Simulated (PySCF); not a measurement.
**Correlation energy of Mo²⁺ (molybdenum, charge +2)**

[Kr] 4d4, high-spin 5D determinant. Calculation: PySCF 2.14, in def2-QZVPPD with the def2 core potential (28 electrons) (7s5p4d3f2g, 81 functions); scalar relativity through the core potential. Frozen: 4s2 4p6; 4 electrons correlated.

```csv
level,correlation energy (mhartree)
CCSD,-42.12
(T),-0.44
CCSD(T),-42.56
```

Diagnostics: T1 = 0.00083, D1 = 0.0016, largest double amplitude 0.018.

Cost of the coupled-cluster step: of the order of 11 core-seconds, for 4 correlated electrons.

Iterations:

```
CC2 = 0
CCSD nocc = (np.int64(4), np.int64(0)), nmo = (77, 77)
frozen orbitals [[0, 1, 2, 3], [0, 1, 2, 3]]
max_cycle = 100
direct = 0
conv_tol = 1e-08
conv_tol_normt = 1e-06
diis_space = 8
diis_start_cycle = 0
Init t2, MP2 energy = -0.0366327709692661
Init E_corr(UCCSD) = -0.0366327709698281
cycle = 1  E_corr(UCCSD) = -0.0413000870239956  dE = -0.00466731605  norm(t1,t2) = 0.0152728
cycle = 2  E_corr(UCCSD) = -0.0419730081979003  dE = -0.000672921174  norm(t1,t2) = 0.00320362
cycle = 3  E_corr(UCCSD) = -0.0421324289840756  dE = -0.000159420786  norm(t1,t2) = 0.00107627
cycle = 4  E_corr(UCCSD) = -0.0421215657822272  dE = 1.08632018e-05  norm(t1,t2) = 0.000283131
cycle = 5  E_corr(UCCSD) = -0.0421222796237756  dE = -7.13841548e-07  norm(t1,t2) = 7.18373e-05
cycle = 6  E_corr(UCCSD) = -0.0421223161289377  dE = -3.65051621e-08  norm(t1,t2) = 2.62286e-05
cycle = 7  E_corr(UCCSD) = -0.0421222937489913  dE = 2.23799464e-08  norm(t1,t2) = 1.01316e-05
cycle = 8  E_corr(UCCSD) = -0.0421222860768472  dE = 7.67214411e-09  norm(t1,t2) = 1.29865e-06
cycle = 9  E_corr(UCCSD) = -0.0421222888432124  dE = -2.76636522e-09  norm(t1,t2) = 1.86374e-07
UCCSD converged
E(UCCSD) = -66.82406781666137  E_corr = -0.04212228884321242
UCCSD(T) correction = -0.000442534582404182
```
